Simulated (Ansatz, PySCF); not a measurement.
Gas-phase reaction in SMILES: [Na][Cl] -> Na atom + Cl atom (the Cl-Na bond at the site shown breaks; other sites are not compared here)
Each molecule is optimised on its own at B3LYP-D3(BJ)/def2-TZVP (Ansatz, a first-principles code).
Geometry of the first species:
```xyz
2

Na     0.0000     0.0000    -1.4348
Cl     0.0000     0.0000     0.9284
```

Quantity: bond dissociation energy (enthalpy at 298 K, with B3LYP-D3(BJ) rigid-rotor harmonic-oscillator terms from PySCF), in kJ/mol. Correlated levels leave the core frozen unless marked. UHF or UKS for open shells. Spin-orbit coupling is left out. No relativistic terms. CBS(X,Y): correlation extrapolated as X^-3; Hartree-Fock from the larger set.

```json
[
 {"level": "HF-D3(BJ)/def2-TZVPD", "program": "PySCF + dftd3", "bond dissociation energy (kJ/mol)": "315.3"},
 {"level": "M06-L/def2-TZVPD", "program": "PySCF", "bond dissociation energy (kJ/mol)": "(withheld)"},
 {"level": "PBE0/def2-SVP", "program": "Ansatz", "bond dissociation energy (kJ/mol)": "387.2"},
 {"level": "PBE0/def2-TZVP", "program": "Ansatz", "bond dissociation energy (kJ/mol)": "389.6"},
 {"level": "PBE0/def2-TZVPD", "program": "Ansatz", "bond dissociation energy (kJ/mol)": "(withheld)"},
 {"level": "BHLYP-D3(BJ)/def2-TZVPD", "program": "Ansatz + dftd3", "bond dissociation energy (kJ/mol)": "386.1"},
 {"level": "MN15-D3(BJ)/def2-TZVPD", "program": "PySCF + dftd3", "bond dissociation energy (kJ/mol)": "(withheld)"},
 {"level": "LC-wPBE-D3(BJ)/def2-TZVPD", "program": "Ansatz + dftd3", "bond dissociation energy (kJ/mol)": "400.2"},
 {"level": "B2GP-PLYP-D3(BJ)/def2-TZVPD", "program": "Ansatz + dftd3", "bond dissociation energy (kJ/mol)": "401.7"},
 {"level": "PBE-QIDH/def2-TZVPD", "program": "Ansatz", "bond dissociation energy (kJ/mol)": "401.2"},
 {"level": "SCS-MP2/def2-SVP", "program": "Ansatz", "bond dissociation energy (kJ/mol)": "358.5"},
 {"level": "SCS-MP2/def2-TZVPP", "program": "Ansatz", "bond dissociation energy (kJ/mol)": "394.0"},
 {"level": "SCS-MP2/def2-QZVPPD", "program": "Ansatz", "bond dissociation energy (kJ/mol)": "410.2"},
 {"level": "CCSD/def2-SVPD", "program": "Ansatz", "bond dissociation energy (kJ/mol)": "388.1"},
 {"level": "CCSD(T)/CBS(def2-TZVPPD,def2-QZVPPD)", "program": "Ansatz", "bond dissociation energy (kJ/mol)": "(withheld)"}
]
```

Q: Complete the blanks.

A: 
- M06-L/def2-TZVPD, bond dissociation energy (kJ/mol): 458.3
- PBE0/def2-TZVPD, bond dissociation energy (kJ/mol): 392.4
- MN15-D3(BJ)/def2-TZVPD, bond dissociation energy (kJ/mol): 417.1
- CCSD(T)/CBS(def2-TZVPPD,def2-QZVPPD), bond dissociation energy (kJ/mol): 417.2
